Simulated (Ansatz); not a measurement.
The cluster GeTe₂⁻, relaxed as a doublet with UKS r2SCAN-D4/def2-TZVPD in Ansatz, starting from the GFN1-xTB geometry. Force threshold 0.02 eV/Å.

In the def2 sets Te takes a core potential; there is no spin–orbit coupling. The relaxation made no stability test and no search for a lower SCF solution. The structure comes from a short search, and lower isomers may exist.

Start:

| atom | x (Å) | y (Å) | z (Å) |
| --- | --- | --- | --- |
| Ge1 | 0.000 | 0.000 | 0.000 |
| Te2 | 0.063 | 0.264 | 0.145 |
| Te3 | -0.063 | -0.264 | -0.145 |

Problem. Estimate the energy that the relaxation releases and the steps that it takes.

Solution. 20133.17 eV, in 16 steps; 11 min on 4 threads of Arm Neoverse N1 on a shared host. No frequencies were taken in this run, so the end may be a saddle point.

Problem. Does the start keep its bonding and symmetry?

Solution. Bonds lost: Te2–Te3 (atoms count from 1). Point group D∞h at the start, C2v at the end, both within 0.05 Å.

Problem. Predict the relaxed structure.

Solution. 
```xyz
3

Ge    0.6273   -0.0036   -0.2661
Te    0.1447    1.9221    1.1879
Te   -0.7720   -1.9185   -0.9219
```
Bond lengths: 2 × Ge–Te 2.46 Å.
